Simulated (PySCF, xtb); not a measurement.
H3Si2, SMILES [SiH][SiH2] (connectivity only; charge and spin as stated), neutral, multiplicity 2.

Harmonic wavenumbers (cm⁻¹) from xtb 6.7.1 with GFN2-xTB at its own minimum, in rising order: 312, 373, 478, 586, 659, 941, 1847, 2050, 2113.

**Question.** What does ωB97X-D3(BJ)/def2-TZVP in PySCF give at its own minimum? (An estimate is asked for; the answer gives what the named calculation found.)

**Answer.** 168, 408, 422, 492, 724, 979, 2072, 2230, 2243. Paired by order, the mean absolute difference is 107 cm⁻¹ and the zero-point energies are 13.4 and 13.9 kcal/mol.
